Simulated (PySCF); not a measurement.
Rb(I) cation (IRb), SMILES [Rb][I] (connectivity only; charge and spin as stated), charge +1, multiplicity 2. Atoms are numbered in the order given.

```xyz
2

Rb     0.0000     0.0000    -2.2694
I      0.0000     0.0000     1.5843
```
Charge +1, spin multiplicity 2.

Geometry: B3LYP-D3(BJ)/def2-TZVPD. The multiplicity is an assumed one; other spin states were not compared. The def2 effective core potentials stand for the cores of I, Rb; spin–orbit coupling is left out.

All values below come from PySCF with B3LYP/def2-TZVPD.

Gas-phase values at a fixed geometry.

Computed frontier levels, dipole moment:
- α spin, highest occupied and lowest empty level = -11.66 and -5.39 eV
- β spin, highest occupied and lowest empty level = -11.36 and -9.62 eV
- dipole moment about the centre of nuclear charge = 9.12 D
- ⟨S²⟩ = 0.752 (pure state 0.75)
